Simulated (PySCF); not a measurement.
**Ti (titanium, neutral) across methods**

[Ar] 3d2 4s2, high-spin 3F determinant. Calculation: PySCF 2.14, in aug-cc-pVTZ (8s7p5d3f2g, 93 functions); no relativity, point nucleus.

```csv
method,E (hartree),mean ε 3d α (eV),mean ε 4s α (eV),mean ε 4s β (eV),Σ⟨r²⟩ (bohr²),⟨S²⟩
PBE0,-849.160,-7.102,-5.165,-4.723,47.69,2.003
CAM-B3LYP,-849.398,-8.486,-6.078,-5.703,47.49,2.002
LDA,-847.296,-5.320,-4.733,-4.262,47.06,2.003
wB97M-V,-849.313,-9.386,-6.800,-6.417,47.61,2.002
UHF,-848.41296,-12.197,-6.317,-5.716,50.24,2.008
r2SCANh,-849.313,-6.575,-4.941,-4.417,47.96,2.011
r2SCAN,-849.316,-5.936,-4.719,-4.191,47.95,2.012
PBE,-849.121,-5.353,-4.577,-4.130,47.57,2.003
```

Task: Estimate the same row for B97-3.

Result: E (hartree) = -849.261; mean ε 3d α (eV) = -7.143; mean ε 4s α (eV) = -5.048; mean ε 4s β (eV) = -4.700; Σ⟨r²⟩ (bohr²) = 47.75; ⟨S²⟩ = 2.002.
